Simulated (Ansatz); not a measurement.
Cost and result for the atomization energy of `[NH2][GeH2][O][SiH](N)F` (13 atoms, 12 bonds).

```xyz
13

N    -0.088    1.682    0.966
Ge   -0.684    0.025    1.490
O    -1.010   -0.901    0.011
Si   -0.101   -1.238   -1.288
N     1.133   -0.082   -1.397
F     0.589   -2.673   -1.155
H    -0.793    2.403    0.914
H     0.702    2.027    1.493
H     0.431   -0.654    2.294
H    -2.044    0.074    2.199
H    -1.000   -1.377   -2.452
H     1.887   -0.127   -2.059
H     0.977    0.840   -1.016
```

The species carries charge 0 and has multiplicity 1. Correlated methods include outer-core shells of Ge, which these sets cover unevenly. Scalar relativity is left out up to krypton. Geometry: relaxed with PBE0-D4/def2-TZVP. It is one conformer, not always the lowest. Program: Ansatz. All runs use 2 threads of an AMD EPYC 7R13 on a shared host and a share of an NVIDIA H100 80 GB. Times are those of one run each, without the atoms' runs, and a repeat can differ threefold. Electronic energies, without spin–orbit coupling; frozen cores. CCSD(T)/CBS adds CCSD(T) − MP2 in def2-TZVPP to the MP2 limit, and its time is that of the two runs behind it. T1 = 0.012. With those shells the extrapolation isn't a true limit. B3LYP takes the VWN-RPA correlation (the form of Gaussian; ORCA's B3LYP/G).

CCSD(T)/CBS is a level of theory with its own doubt, some kJ/mol a heavy atom from the limit and from the frozen cores, so smaller differences don't rank the functionals.

| level | functions | wall time |
| --- | --- | --- |
| B3LYP-D4/def2-TZVPP (with forces) | 312 | 2.4 s |
| PBE0-D4/def2-TZVPP | 312 | 2.8 s |
| r2SCAN-D4/def2-TZVPP (with forces) | 312 | 3.1 s |
| PBE-D4/def2-TZVPP (with forces) | 312 | 3.5 s |
| ωB97X-V/def2-TZVPP | 312 | 3.5 s |
| B2PLYP/def2-TZVPP | 312 | 3.7 s |
| ωB97M-V/def2-TZVPP (with forces) | 312 | 4.2 s |
| MP2/def2-QZVPP | 597 | 5 s |
| CCSD(T)/def2-TZVPP | 312 | 7.5 s |
| CCSD(T)/CBS(def2) | – | 13 s |

What atomization energy does each give, and how far from CCSD(T)/CBS? (An estimate is asked.)

Computed: 
| level | atomization (kcal/mol) | difference from CCSD(T)/CBS | per bond |
| --- | --- | --- | --- |
| B3LYP-D4/def2-TZVPP (with forces) | 1104.8 | -9.0 | -0.7 |
| PBE0-D4/def2-TZVPP | 1093.1 | -20.7 | -1.7 |
| r2SCAN-D4/def2-TZVPP (with forces) | 1102.9 | -10.9 | -0.9 |
| PBE-D4/def2-TZVPP (with forces) | 1115.7 | 1.9 | 0.2 |
| ωB97X-V/def2-TZVPP | 1114.4 | 0.6 | 0.0 |
| B2PLYP/def2-TZVPP | 1094.8 | -19.0 | -1.6 |
| ωB97M-V/def2-TZVPP (with forces) | 1109.4 | -4.4 | -0.4 |
| MP2/def2-QZVPP | 1119.4 | 5.6 | 0.5 |
| CCSD(T)/def2-TZVPP | 1079.2 | -34.6 | -2.9 |
| CCSD(T)/CBS(def2) | 1113.8 | 0.0 | 0.0 |

In def2-TZVPP, CCSD(T) changes the Hartree–Fock value by +308.8 kcal/mol (the triples alone add +16.8 kcal/mol) and MP2 by +328.1 kcal/mol; breaking electron pairs costs correlation energy, which Hartree–Fock lacks. The D4 term adds +12.0 kcal/mol with B3LYP and +6.4 kcal/mol with PBE0; it sums over pairs of atoms, weighted by their polarisabilities, and B3LYP, whose exchange is more repulsive, gets the larger term. From PBE to PBE0 (25 % exact exchange), in def2-TZVPP and without D4, the atomization energy moves by −21.5 kcal/mol: exact exchange takes away binding that semilocal exchange gives to molecules.
